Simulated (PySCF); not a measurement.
# Working out the excitation energy of B

B [He] 2s2 2p1 (2P) → B [He] 2s1 2p2 (4P). All numbers are calculated (PySCF 2.14, no relativity, point nucleus, in aug-cc-pwCVDZ (5s4p2d, 27 functions)). Frozen: nothing. Energies in hartree (1 hartree = 27.21139 eV):

```csv
part,B (lower),B (upper)
UHF,-24.530581,-24.448663
CCSD correlation,-0.088675,-0.041460
(T),-0.001172,-0.000091
```

Task: What does Hartree-Fock give?

Result: (-24.448663) − (-24.530581) = 0.081918 hartree = 2.229 eV.

Task: What do CCSD and CCSD(T) give?

Result: The CCSD correlation energies differ by 0.047215 hartree = 1.285 eV and the triples by 0.001081 hartree = 0.029 eV, so CCSD gives 3.514 eV and CCSD(T) 3.543 eV.

A double-zeta basis recovers only part of the correlation energy.
